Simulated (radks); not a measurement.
Q: All-electron atom: Re in [Xe] 4f14 5d5 6s2. Calculated with a radial shooting solver on a logarithmic mesh with Libxc functionals: Dirac Kohn-Sham, PBE, spin-unpolarised, spherical densities, finite nucleus; open shells are shared between the two j in proportion to 2j + 1; Fermi nuclear charge, rms radius 5.3698 fm. Some entries of the table are withheld. Estimate them.

orbital  occ.  eigenvalue (eV)  <r> (bohr)  r(max) (bohr)
1s1/2       2        -71532.18     0.01804        0.01124
2s1/2       2        -12394.23     0.07559        0.06473
2p1/2       2        -11862.05         (1)            (2)
2p3/2       4        -10422.44         (3)            (4)
3s1/2       2        -2869.297      0.1969         0.1822
3p1/2       2        -2631.149      0.1870         0.1705
3p3/2       4        -2318.518      0.2019         0.1847
3d3/2       4        -1917.641      0.1765         0.1445
3d5/2       6        -1849.776      0.1811         0.1485
4s1/2       2        -598.7282      0.4405         0.4131
4p1/2       2        -499.2593      0.4450         0.4125
4p3/2       4        -426.3308      0.4784         0.4423
4d3/2       4        -262.8253      0.4934         0.4382
4d5/2       6        -249.3498      0.5048         0.4476
5s1/2       2         -85.0105       1.037         0.9386
5p1/2       2         -54.9417       1.137          1.003
5p3/2       4         -43.9642       1.240          1.086
4f5/2       6         -43.5994      0.5761         0.4144
4f7/2       8         -41.0878      0.5849         0.4193
6s1/2       2          -5.9464       3.073          2.563
5d3/2       2          -5.9134       1.881            (5)
5d5/2       3          -5.0311       1.972            (6)

A: 
(1) 2p1/2 <r> (bohr): 0.06246
(2) 2p1/2 r(max) (bohr): 0.04802
(3) 2p3/2 <r> (bohr): 0.07054
(4) 2p3/2 r(max) (bohr): 0.05496
(5) 5d3/2 r(max) (bohr): 1.395
(6) 5d5/2 r(max) (bohr): 1.441
